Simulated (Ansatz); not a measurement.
The cluster Zr4⁻. Charge -1, multiplicity 2. Geometry relaxed at PBE0-D4/def2-SVPD.

```xyz
4

Zr    1.1387    0.6377   -0.2836
Zr   -0.5236   -0.0166   -2.1957
Zr   -1.1418   -0.6383    0.2704
Zr    0.5266    0.0172    2.2089
```

In the def2 sets Zr takes a core potential; there is no spin–orbit coupling. The charge -1 doublet is spin-contaminated (final ⟨S²⟩ up to 1.75, 0.75 for a pure state). The structure comes from a short search, and lower isomers may exist.

Question: Estimate the harmonic wavenumbers at UKS PBE0-D4/def2-SVPD (Ansatz, unscaled). Is this a minimum?

Answer: 65, 116, 136, 173, 240, 281 cm⁻¹. Yes, no mode is imaginary beyond noise. Zero-point energy 6.0 kJ/mol. Hardware: 4 threads of Arm Neoverse N1 on a shared host. Wall time 3.9 min.
